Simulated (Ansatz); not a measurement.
Compare A (`O[CH]1[SiH2][GeH2]1`) with its isomer B (`[CH3][GeH]1[O][SiH2]1`).

Gas-phase electronic energies from Ansatz, PBE0-D4/def2-TZVP geometries. CCSD(T)/CBS is the MP2 limit (def2-TZVPP, def2-QZVPP) plus CCSD(T) − MP2 in def2-TZVPP, frozen cores. DFT in def2-TZVPP. B3LYP here is the variant with VWN-RPA as its local correlation; programs differ in this. For Ge outer-core shells are correlated without core-valence functions, which leaves a few kJ/mol of doubt a bond. Scalar relativity is left out up to krypton. One conformer a species, not always the lowest.

**Question.** Which isomer does CCSD(T)/CBS put lower? Give the gap. (Estimate.)

**Answer.** Ansatz gave: B, by 55.2 kcal/mol.

**Question.** Give E(B) − E(A) in kcal/mol with MP2/def2-TZVPP, ωB97M-V, CCSD(T)/def2-TZVPP, PBE0-D4, B3LYP-D4, B3LYP, r2SCAN-D4. (An estimate is asked.)

**Answer.** Computed: MP2/def2-TZVPP -58.2, ωB97M-V -54.4, CCSD(T)/def2-TZVPP -55.5, PBE0-D4 -51.5, B3LYP-D4 -54.6, B3LYP -55.0, r2SCAN-D4 -55.0. None reverses the order clearly.

Largest T1 diagnostic: 0.014.
